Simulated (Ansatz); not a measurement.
`N#[C][Sn]([F])([F])[F]` + H₂Se → `[F][Sn]([F])([F])[SeH]` + `C#N` at 500 K and 1 bar (ligand exchange at the Sn–C bond).

Computed with Ansatz on PBE0-D4/def2-TZVP structures; ΔE is electronic, products minus reactants. CCSD(T)/CBS adds triple-zeta CCSD(T) − MP2 to the extrapolated MP2 energy (def2 sets, frozen cores). This one scheme is used for every species. Elements past krypton have def2 core potentials. For Se, Sn outer-core shells are correlated without core-valence functions, which leaves a few kJ/mol of doubt a bond. Scalar relativity is left out up to krypton. One conformer a species, not always the lowest.

| species | CCSD(T)/CBS energy (Eh) | H − E (kJ/mol) | S (J/(mol·K)) |
| --- | --- | --- | --- |
| `N#[C][Sn]([F])([F])[F]` | -606.22625 | 81.4 | 420.8 |
| H₂Se | -2401.89790 | 53.1 | 237.8 |
| `[F][Sn]([F])([F])[SeH]` | -2914.83827 | 82.1 | 451.5 |
| `C#N` | -93.32098 | 60.1 | 220.8 |

H − E and S are ideal-gas, rigid-rotor, harmonic terms from PBE0-D4/def2-TZVP, for one conformer and one mirror image of each species. 1 Eh = 2625.50 kJ/mol, R = 8.31446 J/(mol·K).

Q: By hand: ΔE, ΔH, ΔS and ΔG.

A: ΔE = (-2914.83827) + (-93.32098) − (-606.22625) − (-2401.89790) = -0.03510 Eh = -92.2 kJ/mol. Δ(H − E) = 82.1 + 60.1 − 81.4 − 53.1 = 7.7, so ΔH = -84.5 kJ/mol. ΔS = 451.5 + 220.8 − 420.8 − 237.8 = 13.7 J/(mol·K). ΔG = -84.5 − 500 × (13.7)/1000 = -91.3 kJ/mol.

Q: By hand: the equilibrium constant, and the temperature at which ΔG would vanish if ΔH and ΔS stayed fixed.

A: log₁₀ K = −ΔG/(RT ln 10) = 9.5. ΔH and −TΔS have one sign here, so there is no such temperature.

The number of gas molecules stays the same, so ΔS is small and ΔH decides. A doubt of 5 kJ/mol in ΔE shifts log₁₀ K by 0.5 here. Other conformers and mirror images would add mixing entropy, several J/(mol·K) or more a flexible species. Modes under 60 cm⁻¹, often nearly free rotors, make the harmonic entropy too high. These are equilibria of isolated gas molecules and say nothing of rates. Largest T1 diagnostic: 0.015 (customary marks: 0.02 for closed shells, 0.045 for open ones).
